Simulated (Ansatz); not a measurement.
## Molecular dynamics, step by step

C$_{2}$H$_{3}$NSi (SMILES CC1=[Si]=N1), singlet, PBE0-D4/def2-SVP (Ansatz 0.2.0). Settings (timestep in fs, temperature in K, friction in 1/fs; T counts 21 degrees of freedom, while the starting velocities carry no drift of the centre of mass, so T starts below the set value):

```yaml
hamiltonian: {xc: pbe0, dispersion: d4}
md: {n_steps: 30, timestep: 1.0, temperature: 300, ensemble: nvt_langevin, seed: 543, friction: 0.05, initial_velocities: maxwell_boltzmann}
```

Start (the SMILES describes the start alone):

C1  (-0.216, 0.802, -0.152)
C2  (0.112, -0.618, 0.064)
Si3  (0.073, -2.473, -0.107)
N4  (0.959, -1.184, 0.845)
H5  (0.392, 1.448, 0.482)
H6  (-0.048, 1.058, -1.199)
H7  (-1.271, 0.968, 0.067)
(Å)

| step | time (fs) | potential energy less the start (meV) | kinetic energy (meV) | T (K) |
| --- | --- | --- | --- | --- |
| 0 | 0.00 | 0.0 | 232.7 | 257 |
| 2 | 2.00 | 3.9 | 244.1 | 270 |
| 4 | 4.00 | 19.5 | 267.6 | 296 |
| 6 | 6.00 | 70.9 | 314.2 | 347 |
| 8 | 8.00 | 87.8 | 290.0 | 320 |
| 10 | 10.00 | 57.8 | 380.6 | 421 |
| 12 | 12.00 | 114.8 | 359.5 | 397 |
| 14 | 14.00 | 114.7 | 427.0 | 472 |
| 16 | 16.00 | 183.4 | 288.8 | 319 |
| 18 | 18.00 | 226.9 | 223.5 | 247 |
| 20 | 20.00 | 182.6 | 295.3 | 326 |
| 22 | 22.00 | 220.2 | 245.6 | 271 |
| 24 | 24.00 | 194.3 | 262.8 | 290 |
| 26 | 26.00 | 183.3 | 318.5 | 352 |
| 28 | 28.00 | 260.2 | 346.3 | 383 |
| 30 | 30.00 | 232.0 | 395.6 | 437 |

Step 2, positions (Å) and forces (eV/Å):

```
atom       x       y       z      Fx      Fy      Fz
  C1  -0.210   0.806  -0.162   0.026  -0.463   0.468
  C2   0.105  -0.628   0.076  -0.744  -0.211  -0.903
 Si3   0.075  -2.475  -0.101  -0.040   0.812   0.066
  N4   0.950  -1.182   0.843   0.786  -0.444   0.752
  H5   0.378   1.448   0.502   0.081   0.131   0.141
  H6   0.005   1.059  -1.194   0.127   0.109  -0.585
  H7  -1.279   0.979  -0.014  -0.236   0.066   0.061
```

Step 20, positions (Å) and forces (eV/Å):

| atom | x | y | z | Fx | Fy | Fz |
| --- | --- | --- | --- | --- | --- | --- |
| C1 | -0.166 | 0.780 | -0.225 | -0.014 | -0.739 | -1.124 |
| C2 | -0.005 | -0.654 | 0.100 | 2.041 | -0.352 | 1.259 |
| Si3 | 0.064 | -2.438 | -0.081 | -0.541 | -0.951 | -0.371 |
| N4 | 0.907 | -1.230 | 0.882 | -0.966 | 1.306 | -0.524 |
| H5 | 0.078 | 1.507 | 0.548 | -0.112 | 0.025 | 0.550 |
| H6 | 0.620 | 0.920 | -1.020 | -0.752 | 0.108 | 0.223 |
| H7 | -1.181 | 0.882 | -0.653 | 0.345 | 0.603 | -0.013 |

Step 28, positions (Å) and forces (eV/Å):

| atom | x | y | z | Fx | Fy | Fz |
| --- | --- | --- | --- | --- | --- | --- |
| C1 | -0.150 | 0.768 | -0.264 | -0.784 | 0.574 | -1.534 |
| C2 | 0.049 | -0.694 | 0.091 | -0.572 | 2.571 | -0.714 |
| Si3 | 0.048 | -2.455 | -0.101 | -0.013 | -1.016 | 0.078 |
| N4 | 0.926 | -1.198 | 0.872 | 0.316 | -0.484 | 0.463 |
| H5 | -0.003 | 1.507 | 0.561 | -0.190 | -0.653 | -0.129 |
| H6 | 0.707 | 0.970 | -0.970 | -0.552 | -0.070 | 0.376 |
| H7 | -1.119 | 1.058 | -0.892 | 1.795 | -0.921 | 1.460 |

Last step (30):

```xyz
7
angstrom
C -0.1424 0.7675 -0.2697
C 0.0586 -0.6877 0.0799
Si 0.0452 -2.4601 -0.1073
N 0.9333 -1.1826 0.8686
H -0.0501 1.4454 0.5705
H 0.7331 1.0102 -0.9829
H -1.0521 1.0930 -0.9189
```

Hardware: 2 CPU threads of an Intel Xeon, shared host. Wall time about 90 s.
